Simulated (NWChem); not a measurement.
System: CH$_{4}$BFSe; SMILES FB([SeH])C

```xyz
8

B     -0.0561     0.9342     0.0000
F     -1.2721     1.4771     0.0000
C      1.1941     1.8715     0.0000
H      1.1471     2.5336    -0.8816
H      2.1625     1.3556     0.0000
H      1.1471     2.5336     0.8816
Se    -0.0388    -1.0145     0.0000
H      1.4256    -1.1253     0.0000
```
Atoms are numbered in this order, from 1.

Results from NWChem. Medium grid unless said otherwise, to which SCAN and Minnesota functionals are sensitive. The geometry was optimised at PBE0/def2-SVP. Hybrids' shares of exact exchange are those that their runs print; pure functionals count as 0. The functionals differ in more than this share.

```csv
row,share of exact exchange,highest occupied level (eV)
PBE/def2-SVP,0.00,-6.20
M06-L/def2-SVP,0.00,-6.42
B3LYP/def2-SVP,0.20,-7.10
M06/def2-SVP,0.27,-7.38
PW6B95/def2-SVP,0.28,-7.44
MN15/def2-SVP,0.44,-7.99
BHandHLYP/def2-SVP,0.50,withheld
```

### Question
Fit a straight line of the last column on the one before it, predict the withheld value, and compare with the run.

### Answer

1. Means of the 6 shown rows: x = 0.198, y = -7.088. Slope Σ(x − x̄)(y − ȳ)/Σ(x − x̄)² = -0.5763/0.1489 = -3.871; intercept -6.321.
2. The shown rows scatter about the line by 0.067 (root mean square); the largest residual is +0.12, at PBE/def2-SVP.
3. At x = 0.50 (BHandHLYP/def2-SVP; beyond the shown range) the line gives -8.26.
4. The run gives -8.36, -0.10 from the line, 1.5 times the scatter.
